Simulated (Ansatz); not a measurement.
CH$_{6}$MoN$_{2}$O, SMILES `[CH3][Mo](=[NH])(=[NH])[OH]`, 11 atoms. Charge 0, multiplicity 1. Correlated methods include outer-core shells of Mo, which these sets cover unevenly. Mo: def2 effective core potential. All runs use 4 threads of an Arm Neoverse V2 on a shared host. Correlated methods freeze the cores.

Question: How many basis functions does each run have, and how long does it take in Ansatz? direct RPA on PBE orbitals/def2-TZVPP energy; RKS revPBE-D4/def2-TZVPP energy; RHF-MP2/def2-QZVPP energy; RKS PBE0-D4/def2-SVP energy; RKS LC-ωPBE/def2-TZVPP energy; RKS PBE0-D4/def2-QZVPP energy; RKS ωB97M-V/def2-QZVPP energy; RKS PBE0-D4/def2-TZVP frequencies; RHF-CCSD(T)/def2-SVP energy; RKS ωB97M-V/def2-SVP energy; RKS r2SCANh-D4/def2-TZVPP energy; RKS PBE0-D4/def2-TZVP relaxation (11 steps). (Best estimate.)

Answer: The calculation gave: Other jobs shared the machine, so times are rough.

```csv
level,job,functions,wall time,peak host memory (GiB)
RKS PBE0-D4/def2-SVP,energy,117,1.1 s,0.46
RKS revPBE-D4/def2-TZVPP,energy,264,2 s,0.33
RKS LC-ωPBE/def2-TZVPP,energy,264,2.7 s,0.47
RKS r2SCANh-D4/def2-TZVPP,energy,264,4.7 s,0.65
RKS ωB97M-V/def2-SVP,energy,117,5.5 s,0.46
direct RPA on PBE orbitals/def2-TZVPP,energy,264,6 s,0.75
RKS PBE0-D4/def2-QZVPP,energy,489,6.5 s,1.6
RHF-CCSD(T)/def2-SVP,energy,117,13 s,0.8
RKS ωB97M-V/def2-QZVPP,energy,489,17 s,2
RHF-MP2/def2-QZVPP,energy,489,22 s,3
RKS PBE0-D4/def2-TZVP,relaxation (11 steps),200,35 s,0.51
RKS PBE0-D4/def2-TZVP,frequencies,200,2.3 min,0.51
```

LC-ωPBE has ω = 0.4 bohr⁻¹.
